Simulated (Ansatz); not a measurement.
Geometry optimisation, RKS PBE/def2-SVP (Ansatz).

Input file:

```yaml
crystal:
  periodic: [false, false, false]
  atoms:
    - { symbol: C, position_ang: [1.16295, 0.92995, 0.59138] }
    - { symbol: C, position_ang: [0.16253, 0.39127, -0.08093] }
    - { symbol: F, position_ang: [-0.41356, 1.13142, -1.11899] }
    - { symbol: Ga, position_ang: [-1.03539, -1.2002, -0.2957] }
    - { symbol: H, position_ang: [1.62, 0.37617, 1.39441] }
    - { symbol: H, position_ang: [1.55175, 1.91365, 0.37214] }
    - { symbol: H, position_ang: [0.42211, -0.37478, 0.64974] }
    - { symbol: H, position_ang: [-0.9729, -2.51057, 0.58476] }
basis:
  gaussian: { orbitals: def2-SVP }
hamiltonian:
  xc: pbe
relax:
  f_tol: 0.02
  max_steps: 50
```

Command:

```bash
$ ansatz run input.yaml --threads 2 --pin off --max-ram 3072MiB --backend cpu --events-out ev --progress --plain --runs-dir out
```

**Question.** Where does it end, and by what steps?

**Answer.** The forces met the threshold. After 15 steps the energy has fallen by 3.637 eV; Ga4 moved furthest, 1.34 Å. Parted: C2–Ga4 (2.00 → 3.53 Å).

| step | energy less start (eV) | largest force component (eV/Å) | accepted |
| --- | --- | --- | --- |
| 0 | 0.0000 | 4.198 | yes |
| 1 | -1.0529 | 2.120 | yes |
| 2 | -1.9021 | 2.112 | yes |
| 3 | -2.5380 | 2.083 | yes |
| 4 | -3.0917 | 1.580 | yes |
| 5 | -3.3588 | 0.720 | yes |
| 6 | -3.4499 | 0.272 | yes |
| 7 | -3.5216 | 0.320 | yes |
| 8 | -3.5622 | 1.099 | yes |
| 9 | -3.5949 | 0.352 | yes |
| 10 | -3.6156 | 0.146 | yes |
| 11 | -3.6337 | 0.114 | yes |
| 12 | -3.6359 | 0.090 | yes |
| 13 | -3.6364 | 0.049 | yes |
| 14 | -3.6361 | 0.072 | no |
| 15 | -3.6367 | 0.010 | yes |

```xyz
8
Properties=species:S:1:pos:R:3
C 1.433 1.246 0.666
C 0.578 0.252 0.421
F -0.356 0.350 -0.572
Ga -2.056 -1.535 -1.104
H 2.169 1.129 1.473
H 1.417 2.176 0.080
H 0.499 -0.719 0.937
H -1.187 -2.243 0.197
```

Run time: 26 s on 2 threads of Intel(R) Xeon(R) Platinum 8175M CPU @ 2.50GHz (Skylake/Cascade Lake), on a shared host, peak memory 0.14 GiB.
